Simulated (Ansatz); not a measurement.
Born–Oppenheimer molecular dynamics of C₃H₁₁NOSi (17 atoms, charge 0, multiplicity 1). It starts from a relaxed structure.

Method: RKS r2SCAN/6-31G (Ansatz 0.2.0).

```json
{
 "ensemble": "NVT, Langevin thermostat",
 "time step": "0.5 fs",
 "steps asked": "193",
 "set temperature": "500 K",
 "friction": "0.01 /fs",
 "seed": "433926"
}
```

First frame:

```xyz
17
Properties=species:S:1:pos:R:3
Si -0.994 0.169 -0.052
O 0.032 0.378 1.339
C -0.283 -0.205 2.627
H -1.309 0.039 2.944
H -0.169 -1.298 2.606
H 0.422 0.213 3.349
H -0.308 1.021 -1.067
H -2.395 0.579 0.333
N -1.166 -1.453 -0.717
C -2.225 -2.375 -0.310
H -2.999 -1.836 0.247
H -2.695 -2.830 -1.196
H -1.842 -3.191 0.325
C -0.131 -2.064 -1.551
H -0.585 -2.530 -2.439
H 0.580 -1.302 -1.888
H 0.431 -2.843 -1.008
```

(1) How far do the bonds stretch over the last three quarters of this one trajectory? (Pairs bonded in most of those frames.)

## Answers

(1) 
```json
{"bond": "Si1–O2", "mean (Å)": "1.752", "spread (Å)": "0.032", "shortest": "1.70", "longest": "1.80"}
{"bond": "Si1–H7", "mean (Å)": "1.505", "spread (Å)": "0.048", "shortest": "1.40", "longest": "1.60"}
{"bond": "Si1–H8", "mean (Å)": "1.522", "spread (Å)": "0.066", "shortest": "1.40", "longest": "1.64"}
{"bond": "Si1–N9", "mean (Å)": "1.782", "spread (Å)": "0.036", "shortest": "1.72", "longest": "1.84"}
{"bond": "O2–C3", "mean (Å)": "1.448", "spread (Å)": "0.022", "shortest": "1.41", "longest": "1.48"}
{"bond": "C3–H4", "mean (Å)": "1.103", "spread (Å)": "0.024", "shortest": "1.05", "longest": "1.15"}
{"bond": "C3–H5", "mean (Å)": "1.104", "spread (Å)": "0.034", "shortest": "1.05", "longest": "1.17"}
{"bond": "C3–H6", "mean (Å)": "1.104", "spread (Å)": "0.052", "shortest": "1.01", "longest": "1.20"}
{"bond": "N9–C10", "mean (Å)": "1.484", "spread (Å)": "0.022", "shortest": "1.45", "longest": "1.53"}
{"bond": "N9–C14", "mean (Å)": "1.476", "spread (Å)": "0.022", "shortest": "1.43", "longest": "1.51"}
{"bond": "C10–H11", "mean (Å)": "1.098", "spread (Å)": "0.023", "shortest": "1.06", "longest": "1.15"}
{"bond": "C10–H12", "mean (Å)": "1.105", "spread (Å)": "0.028", "shortest": "1.05", "longest": "1.16"}
{"bond": "C10–H13", "mean (Å)": "1.106", "spread (Å)": "0.023", "shortest": "1.06", "longest": "1.15"}
{"bond": "C14–H15", "mean (Å)": "1.110", "spread (Å)": "0.041", "shortest": "1.04", "longest": "1.17"}
{"bond": "C14–H16", "mean (Å)": "1.097", "spread (Å)": "0.011", "shortest": "1.07", "longest": "1.12"}
{"bond": "C14–H17", "mean (Å)": "1.110", "spread (Å)": "0.033", "shortest": "1.04", "longest": "1.18"}
```

Mean temperature of the second half: 431 K. The mean temperature of the second half is 14 % below the set value. A run of 0.097 ps of so small a system gives no equilibrium averages. Limits of this set-up: no polarisation functions.

Run time: 16 min on 2 threads of Arm Neoverse V2, with other jobs on the host, peak memory 0.17 GiB.
